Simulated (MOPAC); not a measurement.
MOPAC input (PM7):

```
PM7 FORCE THERMO(298,298) PRECISE LET CHARGE=-1 GEO-OK AUX(PRECISION=9) THREADS=1
C2H4N

C     1.08336848 1   -0.43227262 1    0.10847484 1
N     0.06326087 1    0.39571393 1    0.27294180 1
C    -1.12261161 1    0.18678911 1   -0.27779553 1
H     2.00874354 1   -0.19548876 1    0.58494385 1
H     1.07895750 1   -1.33233894 1   -0.46312885 1
H    -1.39398621 1   -0.63837820 1   -0.89615679 1
H    -1.89610370 1    0.90032662 1   -0.09879911 1
```

Task: Which zero-point energy does it print?

Result: 32.69 kcal/mol, from the harmonic wavenumbers of PM7.
